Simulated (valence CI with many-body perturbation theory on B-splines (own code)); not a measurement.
## E1 line list for Rh¹⁴⁺

Calculated by relativistic CI+MBPT: three valence electrons over a frozen Dirac-Fock core [Ar] 3d10, radial functions for each j: 11 s, 11 p, 9 d, 7 f, 5 g, 2 h, 1 i, with the one-electron correlation potential Σ1, the two-electron term Σ2, the three-electron term Σ3, Breit, model QED; selected CI, second order for the rest (own B-spline code, finite nucleus).

No measured levels were compared; by estimate levels hold to about 250 cm⁻¹ or 0.2 % of their energy and the worst to 1 %, as in measured heavy ions of charge 2 to 7; those with d or f electrons hold less well.

Lines 201 to 250 of 267 in falling wavelength, among levels below 147.29 eV, chosen from the strongest by gf and those to the six lowest levels. Wavelengths and rates use the calculated energies, so an error of 1000 cm⁻¹ moves a line at 187.9 Å by 0.19 % and its rate by three times that or more. Electric multipoles are in the length gauge, E1 and E2 with the static RPA response of the core. Weak lines are less certain than strong ones. Lines between different terms over intervals too small for the method are left out, as are lines whose strength nearly cancels. Where a level lies close to another of its J and parity, the split of strength between their lines is uncertain. The highest levels of a list are the least certain.

Names give the largest LS component (configuration and term), which can be under half, so a name can repeat, a term be missing and a line seem to break the LS rules; names also repeat where a configuration has a term twice. Letters in brackets count levels of one name in rising energy.

| λ vac (Å) | Upper | Lower | A (s⁻¹) | S (a.u.) with core polarisation | S without |
| --- | --- | --- | --- | --- | --- |
| 187.9 | 4p2.4d 2F_7/2 [b] | 4p3 2D°_5/2 | 1.38e+11 | 3.60e+00 | 3.90e+00 |
| 187.8 | 4p2.4d 2D_5/2 | 4p3 4S°_3/2 [a] | 7.11e+10 | 1.39e+00 | 1.51e+00 |
| 187.5 | 4s.4p.4d 4P°_3/2 | 4s.4p2 4P_3/2 | 3.50e+10 | 4.55e-01 | 4.96e-01 |
| 187.0 | 4s.4p.4d 4D°_5/2 | 4s.4p2 4P_3/2 | 1.63e+10 | 3.15e-01 | 3.43e-01 |
| 186.0 | 4s.4p.4d 2P°_3/2 [b] | 4s.4p2 2P_1/2 | 1.87e+10 | 2.38e-01 | 2.59e-01 |
| 184.6 | 4s.4p.4d 2F°_5/2 [b] | 4s.4p2 2D_3/2 | 1.01e+11 | 1.87e+00 | 2.03e+00 |
| 182.0 | 4p2.4d 2S_1/2 | 4p3 4S°_3/2 [b] | 1.94e+10 | 1.15e-01 | 1.26e-01 |
| 182.0 | 4s.4p.4d 2F°_5/2 [a] | 4s.4p2 4P_3/2 | 1.36e+09 | 2.42e-02 | 2.64e-02 |
| 181.7 | 4p2.4d 2F_5/2 [b] | 4p3 4S°_3/2 [a] | 1.38e+10 | 2.45e-01 | 2.65e-01 |
| 181.0 | 4s.4p.4d 2D°_3/2 [a] | 4s.4p2 4P_1/2 | 7.06e+09 | 8.27e-02 | 9.02e-02 |
| 181.0 | 4s.4p.4d 2P°_1/2 [a] | 4s.4p2 2D_3/2 | 1.37e+07 | 8.02e-05 | 9.47e-05 |
| 180.4 | 4s.4p.4d 4P°_1/2 | 4s.4p2 4P_1/2 | 1.70e+08 | 9.86e-04 | 1.07e-03 |
| 179.4 | 4s.4p.4d 4P°_3/2 | 4s.4p2 4P_1/2 | 9.62e+08 | 1.10e-02 | 1.20e-02 |
| 178.4 | 4s.4p.4d 2F°_7/2 [a] | 4s.4p2 4P_5/2 | 6.54e+09 | 1.47e-01 | 1.60e-01 |
| 177.3 | 4s.4p.4d 2P°_1/2 [b] | 4s.4p2 2D_3/2 | 1.58e+09 | 8.68e-03 | 9.43e-03 |
| 175.2 | 4s.4p.4d 2P°_3/2 [a] | 4s.4p2 4P_5/2 | 5.96e+07 | 6.33e-04 | 6.94e-04 |
| 174.8 | 4s.4p.4d 2D°_3/2 [b] | 4s.4p2 2D_3/2 | 1.82e+09 | 1.92e-02 | 2.09e-02 |
| 174.5 | 4s.4p.4d 2P°_3/2 [b] | 4s.4p2 2D_3/2 | 3.07e+09 | 3.22e-02 | 3.52e-02 |
| 173.3 | 4s.4p.4d 2D°_5/2 [b] | 4s.4p2 2D_3/2 | 2.09e+08 | 3.22e-03 | 3.60e-03 |
| 171.7 | 4s.4p.4d 2F°_7/2 [b] | 4s.4p2 4P_5/2 | 6.90e+09 | 1.38e-01 | 1.50e-01 |
| 170.9 | 4s.4p.4d 2F°_5/2 [b] | 4s.4p2 4P_5/2 | 1.73e+08 | 2.56e-03 | 2.76e-03 |
| 169.8 | 4s.4p.4d 2P°_3/2 [a] | 4s.4p2 4P_3/2 | 4.49e+08 | 4.34e-03 | 4.74e-03 |
| 165.8 | 4s.4p.4d 2F°_5/2 [b] | 4s.4p2 4P_3/2 | 2.68e+08 | 3.61e-03 | 3.91e-03 |
| 163.1 | 4s.4p.4d 2P°_3/2 [a] | 4s.4p2 4P_1/2 | 2.64e+09 | 2.27e-02 | 2.48e-02 |
| 162.9 | 4s.4p.4d 2P°_1/2 [a] | 4s.4p2 4P_3/2 | 2.70e+08 | 1.15e-03 | 1.26e-03 |
| 162.5 | 4s.4p.4d 2D°_3/2 [b] | 4s.4p2 4P_5/2 | 2.55e+06 | 2.16e-05 | 2.36e-05 |
| 162.3 | 4s.4p.4d 2P°_3/2 [b] | 4s.4p2 4P_5/2 | 6.76e+07 | 5.71e-04 | 6.27e-04 |
| 161.3 | 4s.4p.4d 2D°_5/2 [b] | 4s.4p2 4P_5/2 | 3.41e+08 | 4.24e-03 | 4.63e-03 |
| 160.0 | 4s.4p.4d 2P°_1/2 [b] | 4s.4p2 4P_3/2 | 2.92e+05 | 1.18e-06 | 1.36e-06 |
| 157.9 | 4s.4p.4d 2D°_3/2 [b] | 4s.4p2 4P_3/2 | 3.15e+08 | 2.45e-03 | 2.67e-03 |
| 157.7 | 4s.4p.4d 2P°_3/2 [b] | 4s.4p2 4P_3/2 | 5.09e+06 | 3.94e-05 | 4.35e-05 |
| 156.8 | 4s.4p.4d 2P°_1/2 [a] | 4s.4p2 4P_1/2 | 6.12e+08 | 2.33e-03 | 2.54e-03 |
| 156.7 | 4s.4p.4d 2D°_5/2 [b] | 4s.4p2 4P_3/2 | 2.48e+08 | 2.83e-03 | 3.09e-03 |
| 154.0 | 4s.4p.4d 2P°_1/2 [b] | 4s.4p2 4P_1/2 | 5.22e+07 | 1.88e-04 | 2.07e-04 |
| 152.1 | 4s.4p.4d 2D°_3/2 [b] | 4s.4p2 4P_1/2 | 9.32e+07 | 6.48e-04 | 7.08e-04 |
| 151.9 | 4s.4p.4d 2P°_3/2 [b] | 4s.4p2 4P_1/2 | 4.99e+06 | 3.46e-05 | 3.70e-05 |
| 145.3 | 4s2.4f 2F°_5/2 | 4s.4p2 2D_3/2 | 2.35e+09 | 2.13e-02 | 2.36e-02 |
| 136.8 | 4s2.4f 2F°_7/2 | 4s.4p2 4P_5/2 | 3.92e+08 | 3.96e-03 | 4.38e-03 |
| 136.7 | 4s2.4f 2F°_5/2 | 4s.4p2 4P_5/2 | 2.22e+07 | 1.68e-04 | 1.86e-04 |
| 133.4 | 4s2.4f 2F°_5/2 | 4s.4p2 4P_3/2 | 3.32e+07 | 2.34e-04 | 2.58e-04 |
| 100.2 | 4p2.4d 4F_3/2 | 4s2.4p 2P°_3/2 | 5.21e+05 | 1.04e-06 | 1.14e-06 |
| 99.03 | 4p2.4d 4F_5/2 | 4s2.4p 2P°_3/2 | 8.20e+06 | 2.36e-05 | 2.62e-05 |
| 98.26 | 4p2.4d 2F_5/2 [a] | 4s2.4p 2P°_3/2 | 1.07e+05 | 3.01e-07 | 3.42e-07 |
| 97.08 | 4p2.4d 2P_3/2 | 4s2.4p 2P°_3/2 | 1.20e+06 | 2.17e-06 | 2.37e-06 |
| 96.92 | 4s2.5s 2S_1/2 | 4s2.4p 2P°_3/2 | 1.81e+11 | 1.62e-01 | 1.54e-01 |
| 96.89 | 4p2.4d 4D_1/2 | 4s2.4p 2P°_3/2 | 1.31e+08 | 1.18e-04 | 1.11e-04 |
| 95.86 | 4p2.4d 4F_3/2 | 4s2.4p 2P°_1/2 | 1.73e+07 | 3.01e-05 | 3.34e-05 |
| 95.40 | 4p2.4d 4D_5/2 | 4s2.4p 2P°_3/2 | 2.69e+05 | 6.92e-07 | 7.99e-07 |
| 95.32 | 4p2.4d 4D_3/2 | 4s2.4p 2P°_3/2 | 2.01e+06 | 3.44e-06 | 3.89e-06 |
| 92.98 | 4p2.4d 2P_1/2 [a] | 4s2.4p 2P°_3/2 | 9.26e+06 | 7.35e-06 | 8.52e-06 |
